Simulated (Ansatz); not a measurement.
`O=C[O][SnH3]` + H₂S → `[SH][SnH3]` + `O=CO` at 298.15 K and 1 bar (ligand exchange at the Sn–O bond).

Calculated with Ansatz (gas phase, PBE0-D4/def2-TZVP geometries, no zero-point term in ΔE). CCSD(T)/CBS is the MP2 limit (def2-TZVPP, def2-QZVPP) plus CCSD(T) − MP2 in def2-TZVPP, frozen cores. This one scheme is used for every species. Elements past krypton have def2 core potentials. For Sn outer-core shells are correlated without core-valence functions, which leaves a few kJ/mol of doubt a bond. One conformer a species, not always the lowest.

| species | CCSD(T)/CBS energy (Eh) | H − E (kJ/mol) | S (J/(mol·K)) |
| --- | --- | --- | --- |
| `O=C[O][SnH3]` | -404.83174 | 133.8 | 324.7 |
| H₂S | -398.97279 | 49.9 | 205.7 |
| `[SH][SnH3]` | -614.20548 | 91.8 | 301.7 |
| `O=CO` | -189.60296 | 100.2 | 248.1 |

H − E and S are ideal-gas, rigid-rotor, harmonic terms from PBE0-D4/def2-TZVP, for one conformer and one mirror image of each species. 1 Eh = 2625.50 kJ/mol, R = 8.31446 J/(mol·K).

By hand: ΔE, ΔH, ΔS and ΔG.

ΔE = (-614.20548) + (-189.60296) − (-404.83174) − (-398.97279) = -0.00391 Eh = -10.3 kJ/mol. Δ(H − E) = 91.8 + 100.2 − 133.8 − 49.9 = 8.3, so ΔH = -2.0 kJ/mol. ΔS = 301.7 + 248.1 − 324.7 − 205.7 = 19.4 J/(mol·K). ΔG = -2.0 − 298.15 × (19.4)/1000 = -7.8 kJ/mol.

By hand: the equilibrium constant, and the temperature at which ΔG would vanish if ΔH and ΔS stayed fixed.

log₁₀ K = −ΔG/(RT ln 10) = 1.4. ΔH and −TΔS have one sign here, so there is no such temperature. One of them is within its doubt of zero, so this could turn.

TΔS isn't small against ΔH here. A doubt of 5 kJ/mol in ΔE shifts log₁₀ K by 0.9 here. Other conformers and mirror images would add mixing entropy, several J/(mol·K) or more a flexible species. These are equilibria of isolated gas molecules and say nothing of rates. Largest T1 diagnostic: 0.017 (customary marks: 0.02 for closed shells, 0.045 for open ones).
